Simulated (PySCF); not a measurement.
All of these have the formula C5H8FN. Level of theory: TDDFT PBE0/def2-SVPD, vertical, gas phase, core orbitals frozen in the response in PySCF 2.14.0, density-fitted response routines. Geometries: GFN2-xTB; one conformer of each isolated species. Triplets are in the Tamm–Dancoff approximation.

A. `C/N=C1/CC[C@@H]1F`
B. `FC[C@H]1C=NCC1`
C. `[H]/N=C\[C@@H]1CC[C@H]1F`

Lowest singlet levels (six at most, fewer where fewer were computed) with oscillator strengths:

1. 273 nm (f 0.002); 184 nm (f 0.018); 179 nm (f 0.135); 174 nm (f 0.046); 168 nm (f 0.099); 163 nm (f 0.050); T1 3.81 eV
2. 239 nm (f 0.002); 177 nm (f 0.014); 168 nm (f 0.005); 165 nm (f 0.035); 162 nm (f 0.029); 160 nm (f 0.140); T1 4.35 eV
3. 234 nm (f 0.002); 174 nm (f 0.007); 174 nm (f 0.155); 160 nm (f 0.000); 158 nm (f 0.005); 157 nm (f 0.001); T1 4.42 eV

Question: Which spectrum belongs to which structure?

Answer: 1 = A, 2 = C, 3 = B.
- A: S1 at 4.54 eV, HOMO→LUMO (98%); Löwdin shares by element: HOMO nitrogen 52%, carbon 30% or more (atoms not listed hold the other 18%); LUMO carbon 44% or more, nitrogen 27% (atoms not listed hold the other 29%); HOMO -7.00 and LUMO -0.63 eV.
- B: S1 at 5.30 eV, HOMO→LUMO (99%); Löwdin shares by element: HOMO nitrogen 60%, carbon 27% or more; LUMO carbon 40% or more, nitrogen 36%, hydrogen 7% or more (atoms not listed hold the other 18%); HOMO -7.60 and LUMO -0.30 eV.
- C: S1 at 5.20 eV, HOMO→LUMO (98%); Löwdin shares by element: HOMO nitrogen 56%, carbon 24% or more, hydrogen 8% or more; LUMO carbon 43% or more, nitrogen 36%, hydrogen 5% or more (atoms not listed hold the other 16%); HOMO -7.48 and LUMO -0.27 eV.
B and C have S1 within 0.11 eV of each other; their strongest listed levels stand at 7.14 eV (f 0.155) and 7.74 eV (f 0.140).
